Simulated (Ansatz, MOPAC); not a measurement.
System: C₄H₅GeS, net charge 0, doublet state. SMILES: [GeH2][c]1cccs1

Atoms: Ge1, C2, C3, C4, C5, S6, H7, H8, H9, H10, H11. Bonds: Ge1-C2, Ge1-H7, Ge1-H8, C2-C3, C2-S6, C3-C4, C3-H9, C4-C5, C4-H10, C5-S6, C5-H11.

Bond lengths (Å) and angles (degrees) optimised at MNDO with MOPAC; HF/3-21G with Ansatz (a first-principles code); HF/6-31G* with LANL2DZ past Ar with Ansatz, each started from the B3LYP-D3(BJ)/def2-TZVP structure (Ansatz) of the last column. A row stands for all coordinates that are equal there; 13 of 26 kinds are shown. 6-31G* holds six Cartesian d functions. No wavenumbers were computed at MNDO, so these may be saddle points.

```json
[
 {"coordinate": "Ge1-C2", "MNDO": "1.874", "HF/3-21G": "1.909", "HF/6-31G* with LANL2DZ past Ar": "1.927", "B3LYP-D3(BJ)/def2-TZVP": "1.930"},
 {"coordinate": "Ge1-H7", "MNDO": "1.484", "HF/3-21G": "1.538", "HF/6-31G* with LANL2DZ past Ar": "1.537", "B3LYP-D3(BJ)/def2-TZVP": "1.547"},
 {"coordinate": "Ge1-H8", "MNDO": "1.484", "HF/3-21G": "1.534", "HF/6-31G* with LANL2DZ past Ar": "1.535", "B3LYP-D3(BJ)/def2-TZVP": "1.546"},
 {"coordinate": "C2-C3", "MNDO": "1.404", "HF/3-21G": "1.372", "HF/6-31G* with LANL2DZ past Ar": "1.380", "B3LYP-D3(BJ)/def2-TZVP": "1.380"},
 {"coordinate": "C2-S6", "MNDO": "1.685", "HF/3-21G": "1.824", "HF/6-31G* with LANL2DZ past Ar": "1.745", "B3LYP-D3(BJ)/def2-TZVP": "1.731"},
 {"coordinate": "C3-C4", "MNDO": "1.440", "HF/3-21G": "1.429", "HF/6-31G* with LANL2DZ past Ar": "1.423", "B3LYP-D3(BJ)/def2-TZVP": "1.415"},
 {"coordinate": "C3-H9", "MNDO": "1.084", "HF/3-21G": "1.070", "HF/6-31G* with LANL2DZ past Ar": "1.074", "B3LYP-D3(BJ)/def2-TZVP": "1.081"},
 {"coordinate": "C4-C5", "MNDO": "1.392", "HF/3-21G": "1.357", "HF/6-31G* with LANL2DZ past Ar": "1.362", "B3LYP-D3(BJ)/def2-TZVP": "1.369"},
 {"coordinate": "Ge1-C2-C3", "MNDO": "127.8", "HF/3-21G": "128.2", "HF/6-31G* with LANL2DZ past Ar": "126.2", "B3LYP-D3(BJ)/def2-TZVP": "127.3"},
 {"coordinate": "Ge1-C2-S6", "MNDO": "122.8", "HF/3-21G": "122.4", "HF/6-31G* with LANL2DZ past Ar": "123.8", "B3LYP-D3(BJ)/def2-TZVP": "122.8"},
 {"coordinate": "C3-C2-S6", "MNDO": "109.4", "HF/3-21G": "109.3", "HF/6-31G* with LANL2DZ past Ar": "109.7", "B3LYP-D3(BJ)/def2-TZVP": "109.7"},
 {"coordinate": "C2-C3-C4", "MNDO": "112.9", "HF/3-21G": "115.4", "HF/6-31G* with LANL2DZ past Ar": "113.9", "B3LYP-D3(BJ)/def2-TZVP": "113.6"},
 {"coordinate": "C2-S6-C5", "MNDO": "95.4", "HF/3-21G": "90.0", "HF/6-31G* with LANL2DZ past Ar": "92.2", "B3LYP-D3(BJ)/def2-TZVP": "92.7"}
]
```

Mean signed difference of all 11 bond lengths from B3LYP-D3(BJ)/def2-TZVP: MNDO -0.017 Å, HF/3-21G 0.009 Å, HF/6-31G* with LANL2DZ past Ar -0.001 Å.
